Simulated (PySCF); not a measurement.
Species: C₇H₁₀F (doublet state).
Structure used (GFN2-xTB), in Å, numbered top down from 1:
```
atom  x, y, z in Å
C1     1.849    0.800    0.101
C2     0.464    0.210    0.025
C3    -0.726    1.183   -0.118
C4    -1.821    0.172   -0.150
C5    -1.076   -1.094   -0.027
F6    -1.768   -2.266   -0.020
C7    -0.065   -0.763    1.101
C8     0.099   -0.873   -1.014
H9     1.930    1.461    0.962
H10    2.065    1.372   -0.799
H11    2.595    0.015    0.198
H12   -0.800    1.876    0.727
H13   -0.664    1.785   -1.030
H14   -2.874    0.317   -0.243
H15    0.613   -1.584    1.316
H16   -0.469   -0.343    2.019
H17   -0.156   -0.553   -2.021
H18    0.795   -1.707   -1.037
```

The hyperfine couplings belong to this conformer and change with its torsions.

Identity: `C[C@]12C[CH][C@](F)(C1)C2` [radical].

Computed with UKS B3LYP, pcH-1 on C F H, non-relativistic, mean-field spin-orbit, GIAO (PySCF). Isolated species at its GFN2-xTB geometry, gas phase. The geometry wasn't refined by DFT: couplings that depend on bond lengths, twists or pyramidal angles can differ widely from those at the functional's own minimum. The SCF solution wasn't tested for stability.

Give the principal g shifts and their parts.

| Δg (ppm) | 1 | 2 | 3 |
| --- | --- | --- | --- |
| relativistic mass correction | -145 | -145 | -145 |
| gauge correction | -5 | 20 | 26 |
| orbital Zeeman/spin–orbit | 43 | 481 | 623 |
| total | -107 | 355 | 504 |

So g = 2.00221, 2.00267, 2.00282 and g_iso = 2.00257; the tensor is rhombic: the two nearest values differ by 24 % of g3 − g1. Axes: g3 points within 6° of the C4–H14 bond.

At 94.042 GHz, how far is the centre of the isotropic spectrum from where a free electron (g = 2.002319) resonates?

B = hν/(g μB) with μB/h = 13.99624 MHz/mT gives 3355.65 mT for the free electron and 3355.23 mT at g_iso, 0.42 mT lower.

What are the electron Larmor frequencies g μB B/h along the three axes at 340 mT?

9.5280, 9.5302, 9.5309 GHz for g1, g2 and g3, a range of 2.9 MHz.

Average each term over the three axes. Which is largest in size?

The orbital-Zeeman/spin–orbit term 382, the mass correction -145 and the gauge correction 14 ppm, for a total of 251 ppm. The orbital-Zeeman/spin–orbit term is the largest in size. The mass correction is the same along every axis, so the anisotropy comes from the other two: their spans along these axes are 31 (gauge) and 580 ppm (orbital Zeeman/spin–orbit).

In a frozen sample, at which fields do the three g values resonate at 9.5, 34, 94 and 263 GHz (hyperfine left aside), and which band first spreads them over more than twice a line width of 0.5 mT?

```
band    GHz  B(g3) mT  B(g2) mT  B(g1) mT  spread mT
   X    9.5    338.90    338.92    339.00       0.10
   Q   34.0   1212.90   1212.99   1213.27       0.37
   W   94.0   3353.31   3353.56   3354.33       1.02
   J  263.0   9382.13   9382.83   9385.00       2.86
```

The spread grows in proportion to the frequency. W band is the first where it exceeds 1.0 mT.

The largest Mulliken spin populations are on C4 (+1.02), C3 (-0.08) and C5 (-0.07). C4 is the only atom above +0.15. The angles at C4 add up to 360.0°, so it is planar; its axial dipolar tensor and the negative coupling of its proton fit spin in a p orbital normal to that plane.

The HOMO–LUMO gaps are 6.26 eV among the α and 6.82 eV among the β orbitals.
